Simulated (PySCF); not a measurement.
CH$_{8}$Si$_{2}$, triplet, at the geometry of the source list (a higher spin typed on purpose: for a closed-shell molecule this is an excited state); CASSCF(4,6)/STO-3G (PySCF).

Input for PySCF:
```python
from pyscf import gto, scf, mcscf
import numpy

mol = gto.Mole()
mol.atom = '''
    Si    1.449600    0.727000    0.003000
    C     0.226500   -0.719600   -0.129600
    Si   -1.600300   -0.248200    0.082600
    H     2.821500    0.233700   -0.162800
    H     1.167800    1.710400   -1.046200
    H     1.328700    1.359300    1.319200
    H     0.486100   -1.470700    0.617800
    H     0.355700   -1.202700   -1.098600
    H    -1.985600    0.722500   -0.943900
    H    -1.810400    0.332600    1.411200
    H    -2.439600   -1.444400   -0.052600
'''
mol.basis = 'sto-3g'
mol.charge = 0
mol.spin = 2
mol.verbose = 4
mol.build()

mf = scf.ROHF(mol)
mf.kernel()
mc = mcscf.CASSCF(mf, 6, 4)
mc.fix_spin_(ss=2.0)
mc.kernel()
occ = numpy.linalg.eigvalsh(mc.fcisolver.make_rdm1(mc.ci, mc.ncas, mc.nelecas))[::-1]
ss = mc.fcisolver.spin_square(mc.ci, mc.ncas, mc.nelecas)[0]
print('natural occupations', occ.round(4), ' <S^2>', round(ss, 4))
```

What the program printed (banner, timings and long lists left out):

```
PySCF version 2.14.0

[INPUT] verbose = 4
[INPUT] num. atoms = 11
[INPUT] num. electrons = 42
[INPUT] charge = 0
[INPUT] spin (= nelec alpha-beta = 2S) = 2
[INPUT] symmetry False subgroup None
[INPUT] Mole.unit = angstrom
[INPUT] Symbol           X                Y                Z      unit          X                Y                Z       unit  Magmom
[INPUT]  1 Si     1.449600000000   0.727000000000   0.003000000000 AA    2.739346990170   1.373830892559   0.005669178374 Bohr   0.0
[INPUT]  2 C      0.226500000000  -0.719600000000  -0.129600000000 AA    0.428022967214  -1.359846919237  -0.244908505744 Bohr   0.0
[INPUT]  3 Si    -1.600300000000  -0.248200000000   0.082600000000 AA   -3.024128717141  -0.469030024117   0.156091377889 Bohr   0.0
[INPUT]  4 H      2.821500000000   0.233700000000  -0.162800000000 AA    5.331862260460   0.441628995311  -0.307647413079 Bohr   0.0
[INPUT]  5 H      1.167800000000   1.710400000000  -1.046200000000 AA    2.206822168267   3.232187563456  -1.977031471520 Bohr   0.0
[INPUT]  6 H      1.328700000000   1.359300000000   1.319200000000 AA    2.510879101710   2.568704721121   2.492926703526 Bohr   0.0
[INPUT]  7 H      0.486100000000  -1.470700000000   0.617800000000 AA    0.918595869151  -2.779220211398   1.167472799756 Bohr   0.0
[INPUT]  8 H      0.355700000000  -1.202700000000  -1.098600000000 AA    0.672175582508  -2.272773610014  -2.076053120447 Bohr   0.0
[INPUT]  9 H     -1.985600000000   0.722500000000  -0.943900000000 AA   -3.752240192936   1.365327124998  -1.783712488977 Bohr   0.0
[INPUT] 10 H     -1.810400000000   0.332600000000   1.411200000000 AA   -3.421160175913   0.628522909030   2.666781506986 Bohr   0.0
[INPUT] 11 H     -2.439600000000  -1.444400000000  -0.052600000000 AA   -4.610175853489  -2.729520414322  -0.099399594152 Bohr   0.0

nuclear repulsion = 150.563967781073
number of shells = 21
number of NR pGTOs = 93
number of NR cGTOs = 31
basis = sto-3g
ecp = {}

******** <class 'pyscf.scf.rohf.ROHF'> ********
method = ROHF
initial guess = minao
damping factor = 0
level_shift factor = 0
DIIS = <class 'pyscf.scf.diis.CDIIS'>
diis_start_cycle = 1
diis_space = 8
diis_damp = 0
SCF conv_tol = 1e-09
SCF conv_tol_grad = None
SCF max_cycles = 50
direct_scf = True
direct_scf_tol = 1e-13
num. doubly occ = 20  num. singly occ = 2
Set gradient conv threshold to 3.16228e-05
init E= -612.685708882933
  HOMO = 0.30813339963084  LUMO = 0.371271443155584  gap/eV = 1.71807
cycle= 1 E= -612.787957180591  delta_E= -0.102  |g|= 0.157  |ddm|= 3.41
  HOMO = 0.340523860191335  LUMO = 0.536855849476753  gap/eV = 5.34247
cycle= 2 E= -612.823695503554  delta_E= -0.0357  |g|= 0.0614  |ddm|= 0.891
  HOMO = 0.318539575611641  LUMO = 0.528244316546067  gap/eV = 5.70636
cycle= 3 E= -612.828980996263  delta_E= -0.00529  |g|= 0.0229  |ddm|= 0.37
  HOMO = 0.326984818398145  LUMO = 0.53666260416898  gap/eV = 5.70562
cycle= 4 E= -612.829756359094  delta_E= -0.000775  |g|= 0.00505  |ddm|= 0.124
  HOMO = 0.326003756024943  LUMO = 0.535571316649736  gap/eV = 5.70262
cycle= 5 E= -612.829792810144  delta_E= -3.65e-05  |g|= 0.0019  |ddm|= 0.0304
  HOMO = 0.326337877378652  LUMO = 0.53571649561586  gap/eV = 5.69748
cycle= 6 E= -612.829804281771  delta_E= -1.15e-05  |g|= 0.00114  |ddm|= 0.0154
  HOMO = 0.326359502452585  LUMO = 0.535672659942488  gap/eV = 5.69570
cycle= 7 E= -612.829813464021  delta_E= -9.18e-06  |g|= 0.00137  |ddm|= 0.0119
  HOMO = 0.326323696683639  LUMO = 0.535692713505285  gap/eV = 5.69722
cycle= 8 E= -612.829795623762  delta_E= 1.78e-05  |g|= 0.000606  |ddm|= 0.0298
  HOMO = 0.32635925180348  LUMO = 0.535662837481005  gap/eV = 5.69544
cycle= 9 E= -612.829792892808  delta_E= 2.73e-06  |g|= 6.63e-05  |ddm|= 0.0175
  HOMO = 0.32639226775322  LUMO = 0.535647110191616  gap/eV = 5.69411
cycle= 10 E= -612.82979289463  delta_E= -1.82e-09  |g|= 8.58e-06  |ddm|= 0.000926
  HOMO = 0.326389126376782  LUMO = 0.535648495522857  gap/eV = 5.69424
cycle= 11 E= -612.829792894689  delta_E= -5.87e-11  |g|= 1.19e-06  |ddm|= 6.48e-05
  HOMO = 0.326389318811397  LUMO = 0.535648333281176  gap/eV = 5.69423
Extra cycle  E= -612.829792894694  delta_E= -4.55e-12  |g|= 7.08e-07  |ddm|= 4.53e-06
converged SCF energy = -612.829792894694

******** <class 'pyscf.mcscf.mc1step.CASSCF'> ********
CAS (3e+1e, 6o), ncore = 19, nvir = 6
max_cycle_macro = 50
max_cycle_micro = 4
conv_tol = 1e-07
conv_tol_grad = None
orbital rotation max_stepsize = 0.02
orbital rotation threshold for CI restart = 0.01
augmented hessian ah_max_cycle = 30
augmented hessian ah_conv_tol = 1e-12
augmented hessian ah_linear dependence = 1e-14
augmented hessian ah_level shift = 1e-08
augmented hessian ah_start_tol = 2.5
augmented hessian ah_start_cycle = 3
augmented hessian ah_grad_trust_region = 3
kf_trust_region = 3
kf_interval = 4
ci_response_space = 4
ci_grad_trust_region = 3
with_dep4 0
natorb = False
canonicalization = True
sorting_mo_energy = False
ao2mo_level = 2
internal_rotation = False
******** <class 'pyscf.fci.addons.SpinPenaltyFCISolver'> ********
max. cycles = 50
conv_tol = 1e-08
davidson only = True
linear dependence = 1e-12
level shift = 0.001
max iter space = 12
nroots = 1
pspace_size = 400
spin = None
CASCI E = -612.835298019821  S^2 = 2.0000000
Set conv_tol_grad to 0.000316228
macro iter   1 ( 21 JK    4 micro), CASSCF E = -612.851620516344  dE = -1.63224965e-02  S^2 = 2.0000000
               |grad[o]|=0.0139  |grad[c]|=0.0343  |ddm|=0.0707  |maxRot[o]|= 0.31
macro iter   2 ( 21 JK    4 micro), CASSCF E = -612.864226157729  dE = -1.26056414e-02  S^2 = 2.0000000
               |grad[o]|=0.0232  |grad[c]|=0.0246  |ddm|=0.044  |maxRot[o]|=0.279
macro iter   3 ( 21 JK    4 micro), CASSCF E = -612.866098704533  dE = -1.87254680e-03  S^2 = 2.0000000
               |grad[o]|=0.0116  |grad[c]|=0.00546  |ddm|=0.0111  |maxRot[o]|=0.315
macro iter   4 ( 21 JK    4 micro), CASSCF E = -612.867155726273  dE = -1.05702174e-03  S^2 = 2.0000000
               |grad[o]|=0.00692  |grad[c]|=0.00315  |ddm|=0.00518  |maxRot[o]|=0.315
macro iter   5 ( 19 JK    4 micro), CASSCF E = -612.867569665236  dE = -4.13938962e-04  S^2 = 2.0000000
               |grad[o]|=0.00417  |grad[c]|=0.00213  |ddm|=0.0524  |maxRot[o]|=0.257
macro iter   6 ( 12 JK    4 micro), CASSCF E = -612.867648023276  dE = -7.83580401e-05  S^2 = 2.0000000
               |grad[o]|=0.00242  |grad[c]|=0.000887  |ddm|=0.184  |maxRot[o]|=0.106
macro iter   7 (  9 JK    4 micro), CASSCF E = -612.867720378006  dE = -7.23547298e-05  S^2 = 2.0000000
               |grad[o]|=0.00266  |grad[c]|=0.000667  |ddm|=0.128  |maxRot[o]|=0.0799
macro iter   8 (  9 JK    4 micro), CASSCF E = -612.867788855658  dE = -6.84776519e-05  S^2 = 2.0000000
               |grad[o]|=0.00228  |grad[c]|=0.000745  |ddm|=0.109  |maxRot[o]|=0.0788
macro iter   9 (  9 JK    4 micro), CASSCF E = -612.867814756740  dE = -2.59010819e-05  S^2 = 2.0000000
               |grad[o]|=0.00141  |grad[c]|=0.000436  |ddm|=0.0574  |maxRot[o]|=0.0503
macro iter  10 ( 10 JK    4 micro), CASSCF E = -612.867817767981  dE = -3.01124192e-06  S^2 = 2.0000000
               |grad[o]|=0.000575  |grad[c]|=0.000118  |ddm|=0.0139  |maxRot[o]|=0.0147
macro iter  11 (  7 JK    2 micro), CASSCF E = -612.867818007175  dE = -2.39193582e-07  S^2 = 2.0000000
               |grad[o]|=0.000215  |grad[c]|=8.86e-05  |ddm|=0.00113  |maxRot[o]|=0.00296
macro iter  12 (  3 JK    1 micro), CASSCF E = -612.867818077799  dE = -7.06243100e-08  S^2 = 2.0000000
               |grad[o]|=0.000141  |grad[c]|=5.41e-05  |ddm|=0.000562  |maxRot[o]|=0.00162
1-step CASSCF converged in  12 macro (162 JK  43 micro) steps
CASSCF canonicalization
Density matrix diagonal elements [1.75137236 1.22536202 0.76723738 0.2508682  0.00329653 0.0018635 ]
CASSCF energy = -612.867818077799
CASCI E = -612.867818077799  E(CI) = -3.80947483747957  S^2 = 2.0000000
natural occupations [1.9623e+00 1.0152e+00 9.8300e-01 3.4700e-02 2.9000e-03 1.9000e-03]  <S^2> 2.0
```
